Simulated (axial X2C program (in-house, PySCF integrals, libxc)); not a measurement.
# Potential curves of InSe⁺, two-component

Computed with an axial X2C code built on PySCF integrals. Two-component (2c) means X2C with spin–orbit coupling and atomic mean-field two-electron Coulomb and Gaunt terms. Basis: In dyall-v3z [11s12p9d1f], Se dyall-v3z [8s9p6d1f] (cores contracted in-house); Gaussian nuclei, density fitting, unrestricted open shells. Masses: In 114.904 u, Se 79.917 u.

State: Ω = 2 (⟨Sz⟩ = 0.99, ⟨Lz⟩ = 1.01 at PBE). Energies in kJ/mol from the fragments at the same level (In+ + Se). Fits are polynomials in 1 − R0/R over 0.85 to 1.23 times the lowest point R0.

| R (Å) | PBE |
| --- | --- |
| 2.3499 | -16.09 |
| 2.4579 | -37.21 |
| 2.5389 | -45.20 |
| 2.6200 | -48.76 |
| 2.7010 | -49.41 |
| 2.7955 | -47.88 |
| 2.8901 | -45.01 |
| 3.0116 | -40.48 |
| 3.1602 | -34.77 |
| 3.3763 | -27.25 |

Dissociation energies refer to the lowest single-determinant-based atoms at the same level and basis. Density functionals use the spin component along the axis (collinear). The functionals have no current-density term, which raises determinants with orbital currents, atoms included. The atomic limit has a lower orbital projection than the molecule and lies lower at mean-field level, so De may be about a tenth of an eV too small. The state is one determinant with fixed occupations, lowest in a PBE0 search at one distance only: followed along the bond, the spin-free determinant M_S = 1, Λ = 0 reaches 0.29 eV lower at PBE0, so the state shown is not the lowest. With several unpaired electrons one determinant need not be a pure state. Open-shell Ω = 0 determinants with evenly filled partner blocks cannot be reached by this program, so the Ω shown need not be the lowest component. At some level and bond length an empty orbital lies below a filled one.

Problem. What are Re, ωe and De at the PBE level?

Solution. At PBE, 2c: Re = 2.683 Å, ωe ≈ 136 cm⁻¹, De = 0.51 eV to In+ + Se; Be follows as 0.0497 cm⁻¹.
